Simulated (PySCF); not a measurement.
# From computed data to an observable: dipole moment from atomic charges

Si(F)(Br)(OH)(NH2) (BrFH₃NOSi), SMILES N[Si](O)(F)Br. Atoms are numbered in the order given.

```xyz
8

N     -1.3480     0.5443     1.6256
Si    -0.0162     0.5787     0.5667
O      0.0762     1.9973    -0.2499
F      1.2754     0.3368     1.5046
Br     0.0350    -0.9787    -0.9950
H     -2.2887     0.6377     1.2589
H     -1.3240    -0.0889     2.4178
H     -0.0376     2.7841     0.2943
```
Charge 0, spin multiplicity 1.

Geometry optimised at PBE0-D3(BJ)/def2-SVP. This is a generated structure with no PubChem entry under its InChIKey; it may be hypothetical. The values are those of a single conformer.

Charges (e) from PBE/def2-TZVP in PySCF:

```csv
atom,Mulliken,IAO
N1,-0.554,-0.865
Si2,0.666,1.461
O3,-0.445,-0.770
F4,-0.269,-0.517
Br5,-0.199,-0.258
H6,0.239,0.285
H7,0.241,0.288
H8,0.321,0.377
```

The dipole moment of the full density is 3.07 D.

**Question.** What dipole moment does each set of point charges give, and which comes closer to that of the density?

**Answer.** 
μ = Σ q r, and 1 e Å = 4.8032 D.
Mulliken: Σ q r = (-0.526, 0.324, 0.359) e Å, |μ| = 3.43 D.
IAO: Σ q r = (-0.633, 0.121, 0.259) e Å, |μ| = 3.33 D.
IAO comes closer in size. Point charges leave out the atoms' own dipoles (lone pairs, polarised bonds); fits to the potential absorb them, partitions of the density don't.
